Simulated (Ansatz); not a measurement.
One change: `[CH3][Sn]([CH3])([Cl])[C]#N` becomes `[CH3][Sn]([CH3])([F])[Cl]`.

Ansatz, PBE0-D4/def2-TZVP geometries, multiplicity 1. 

Elements past krypton have def2 core potentials.

```csv
property,`[CH3][Sn]([CH3])([Cl])[C]#N`
HOMO energy (PBE0/def2-TZVPP) / eV,-8.68
size of the dipole moment (ωB97M-V/def2-TZVPP) / D,5.13
HOMO–LUMO gap (PBE0/def2-TZVPP) / eV,7.79
HOMO energy (PBE/def2-TZVPP) / eV,-7.38
LUMO energy (ωB97M-V/def2-TZVPP) / eV,1.01
HOMO–LUMO gap (PBE/def2-TZVPP) / eV,5.59
```

(1) What does the change do to each property? (Estimate.)

Results:

(1) Ansatz gave: 
```
                                          property  `[CH3][Sn]([CH3])([F])[Cl]`  shift
                HOMO energy (PBE0/def2-TZVPP) / eV                        -8.44   0.24
size of the dipole moment (ωB97M-V/def2-TZVPP) / D                         4.03  -1.10
              HOMO–LUMO gap (PBE0/def2-TZVPP) / eV                         7.83   0.04
                 HOMO energy (PBE/def2-TZVPP) / eV                        -7.13   0.25
             LUMO energy (ωB97M-V/def2-TZVPP) / eV                         1.23   0.22
               HOMO–LUMO gap (PBE/def2-TZVPP) / eV                         5.56  -0.03
```

Dipoles are sizes alone; their direction can turn.

Positive LUMOs are unbound, so they and the gaps depend on the basis.
